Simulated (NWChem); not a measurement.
# CH6FNSi; SMILES N[SiH2]CF

```xyz
10

N      0.4278    -2.0235     0.0000
Si    -0.4546    -0.5391     0.0000
C      0.6273     1.0311     0.0000
F     -0.1922     2.1460     0.0000
H      0.8594    -2.3914    -0.8385
H      0.8594    -2.3914     0.8385
H     -1.3018    -0.4888     1.2290
H     -1.3018    -0.4888    -1.2290
H      1.2851     1.0682    -0.8882
H      1.2851     1.0682     0.8882
```
Atoms are numbered in this order, from 1.

All runs: NWChem. Pople sets run with spherical d functions. Structure relaxed at the PBE0/def2-SVP level. Atomic charges in e: unrestrained fits to the electrostatic potential beside Mulliken populations; buried atoms are poorly determined by the fit.

For level Hartree-Fock/6-31G*:

| Property | Result |
|---|---|
| ESP N1 | -1.05 |
| Mulliken N1 | -1.09 |
| ESP Si2 | 0.81 |
| Mulliken Si2 | 0.93 |
| Mulliken C3 | -0.14 |
| Mulliken F4 | -0.45 |

Estimate the same quantities for level B3LYP/def2-SVP.


| Property | Value |
|---|---|
| ESP N1 | -0.85 |
| Mulliken N1 | -0.37 |
| ESP Si2 | 0.60 |
| Mulliken Si2 | 0.50 |
| Mulliken C3 | 0.08 |
| Mulliken F4 | -0.28 |
